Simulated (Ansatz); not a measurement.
Calculated with Ansatz (gas phase, PBE0-D4/def2-TZVP geometries, no zero-point term in ΔE). CCSD(T)/CBS adds triple-zeta CCSD(T) − MP2 to the extrapolated MP2 energy (def2 sets, frozen cores). This one scheme is used for every species. Functionals use def2-TZVPP. B3LYP here is the variant with VWN-RPA as its local correlation; programs differ in this. Each species was taken in one conformer, which may not be the lowest.

`CC(S)BO` + `OCO` → `OBOCO` + `CCS`  (ligand exchange at a B–C bond)

Is it downhill or uphill in electronic energy at CCSD(T)/CBS, and by how much? (An estimate is asked.)

The calculation gave: Downhill: ΔE = -29.6 kcal/mol.

What do these levels give: PBE, PBE0, B3LYP, HF/def2-TZVPP, MP2/def2-TZVPP, HF/CBS(def2)? (Estimate.)

Computed: PBE -28.9, PBE0 -29.8, B3LYP -32.2, HF/def2-TZVPP -35.5, MP2/def2-TZVPP -29.6, HF/CBS(def2) -35.8 kcal/mol.

Largest T1 diagnostic among the species: 0.013.

From PBE to PBE0 (25 % exact exchange), in def2-TZVPP and without D4, ΔE moves by −0.9 kcal/mol. The D4 term adds +1.5 kcal/mol with B3LYP and +0.8 kcal/mol with PBE0; it sums over pairs of atoms, weighted by their polarisabilities, and B3LYP, whose exchange is more repulsive, gets the larger term. In def2-TZVPP, CCSD(T) changes the Hartree–Fock value by +5.7 kcal/mol (the triples alone add +0.8 kcal/mol) and MP2 by +5.9 kcal/mol.
